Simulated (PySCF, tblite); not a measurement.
Isomers of C5H9Cl2 (doublet state). Method: GFN2-xTB as coded in tblite; computed harmonic values from a numerical Hessian at the method's own geometry, unscaled. Against measured fundamentals such values can be off by several per cent, at times by over 20. One conformer each. Open shells enter through the occupations alone, without spin polarisation, and single modes of such species can be off by tens of per cent.

Electronic energies: B3LYP/pcH-1 single points on the GFN2-xTB geometries (PySCF, gas phase).

```csv
SMILES,"electronic energy, lowest = 0 (kJ/mol)"
CC(C)(C)[C](Cl)Cl,0.0
[CH2][C@H](C)CC(Cl)Cl,28.8
[CH2]C(C)(C)C(Cl)Cl,34.7
```

**Question.** How do GFN2-xTB zero-point energies change the relative energies?

**Answer.** 
```csv
SMILES,ZPE (kJ/mol),of it from modes above 1550 cm⁻¹,electronic (kJ/mol),"with ZPE, lowest = 0 (kJ/mol)",lowest mode (cm⁻¹),rings
CC(C)(C)[C](Cl)Cl,332.9,163.9,0.0,0.0,35,0
[CH2][C@H](C)CC(Cl)Cl,326.5,163.1,28.8,22.5,51,0
[CH2]C(C)(C)C(Cl)Cl,325.2,164.8,34.7,27.0,70,0
```

The zero-point energies span 7.7 kJ/mol, from `[CH2]C(C)(C)C(Cl)Cl` to `CC(C)(C)[C](Cl)Cl`. The order is unchanged.

**Question.** And how do the electronic energies of GFN2-xTB itself compare?

**Answer.** `CC(C)(C)[C](Cl)Cl` 0.0; `[CH2][C@H](C)CC(Cl)Cl` 87.9; `[CH2]C(C)(C)C(Cl)Cl` 79.3 kJ/mol, lowest = 0. Against the energies above, taken from the same isomer `CC(C)(C)[C](Cl)Cl`, the largest difference is 59.1 kJ/mol.

**Question.** What do entropy and thermal enthalpy add at 298.15 K and 1 bar (rigid rotor, harmonic oscillator, one conformer each)?

**Answer.** 
```
               SMILES  point group  symmetry number  S (J/(mol K))  H − H(0) (kJ/mol)  ZPE + H − H(0) − TS (kJ/mol)
    CC(C)(C)[C](Cl)Cl           Cs                1          401.7              26.85                         240.0
[CH2][C@H](C)CC(Cl)Cl           C1                1          409.4              27.32                         231.8
  [CH2]C(C)(C)C(Cl)Cl           C1                1          402.6              27.67                         232.8
```

S holds R ln(2S + 1) for the spin.
